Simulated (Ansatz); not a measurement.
Basis-set series for F3HNSi (`[NH][Si](F)(F)F`) radical. Charge 0, multiplicity 2. The geometry is a stationary point of PBE0-D4/def2-TZVP. It is one conformer, not always the lowest.

```json
{"atom": "N1", "x (Å)": "0.250", "y (Å)": "1.100", "z (Å)": "0.768"}
{"atom": "Si2", "x (Å)": "0.114", "y (Å)": "-0.329", "z (Å)": "-0.185"}
{"atom": "F3", "x (Å)": "1.519", "y (Å)": "-1.013", "z (Å)": "-0.300"}
{"atom": "F4", "x (Å)": "-0.384", "y (Å)": "-0.004", "z (Å)": "-1.642"}
{"atom": "F5", "x (Å)": "-0.873", "y (Å)": "-1.364", "z (Å)": "0.472"}
{"atom": "H6", "x (Å)": "-0.626", "y (Å)": "1.611", "z (Å)": "0.886"}
```

```json
{"functional": "PBE0-D4", "basis": "def2-SVP", "functions": "79", "energy (Eh)": "-643.67265", "HOMO (eV)": "-8.97", "LUMO (eV)": "-4.25"}
{"functional": "PBE0-D4", "basis": "def2-QZVPP", "functions": "328", "energy (Eh)": "-644.27575", "HOMO (eV)": "-9.29", "LUMO (eV)": "-4.51"}
{"functional": "ωB97M-V", "basis": "def2-SVP", "functions": "79", "energy (Eh)": "-644.03128", "HOMO (eV)": "-11.33", "LUMO (eV)": "-2.01"}
{"functional": "ωB97M-V", "basis": "def2-QZVPP", "functions": "328", "energy (Eh)": "-644.64056", "HOMO (eV)": "-11.69", "LUMO (eV)": "-2.41"}
```

Give the rows for def2-TZVPP. (Estimate.)

Computed: 
| functional | basis | functions | energy (Eh) | HOMO (eV) | LUMO (eV) |
| --- | --- | --- | --- | --- | --- |
| PBE0-D4 | def2-TZVPP | 180 | -644.24486 | -9.25 | -4.46 |
| ωB97M-V | def2-TZVPP | 180 | -644.61177 | -11.64 | -2.33 |

HOMO and LUMO are taken over both spins.
